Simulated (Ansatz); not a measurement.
Mg₂S₂⁺. Charge 1, multiplicity 2. Geometry PBE0-D4/def2-TZVP; atoms count from 1.

| atom | x (Å) | y (Å) | z (Å) |
| --- | --- | --- | --- |
| Mg1 | 0.1004 | -1.8249 | 0.7521 |
| Mg2 | -0.9078 | 1.6525 | -0.5926 |
| S3 | 0.2929 | -0.3414 | -1.1024 |
| S4 | 0.5145 | 0.5138 | 0.9428 |

The structure comes from a short search, and lower isomers may exist.

Estimate the Mulliken populations from the PBE0/def2-TZVP orbitals of Ansatz.


```
atom  charge (e)  spin (α − β)
 Mg1        0.82          0.51
 Mg2        0.82          0.51
  S3       -0.32         -0.01
  S4       -0.32         -0.01
```
Mulliken values and Mayer orders depend strongly on the basis.

Where does the spin sit?

Summed by element: Mg 1.03, S -0.03, of 1 unpaired in all. Largest on single atoms: Mg2 0.51, Mg1 0.51, S3 -0.01.

And the Mayer bond orders between bonded heavy atoms (over 0.3)?

Mg1–S3 0.55 (2.38 Å); Mg1–S4 0.55 (2.38 Å); Mg2–S3 0.55 (2.38 Å); Mg2–S4 0.55 (2.38 Å); S3–S4 0.99 (2.23 Å). Values over 0.3 also appear between atoms too far apart for a bond (Mg1–Mg2 0.37 at 3.86 Å); they arise where an orbital or an unpaired electron spreads over both atoms.
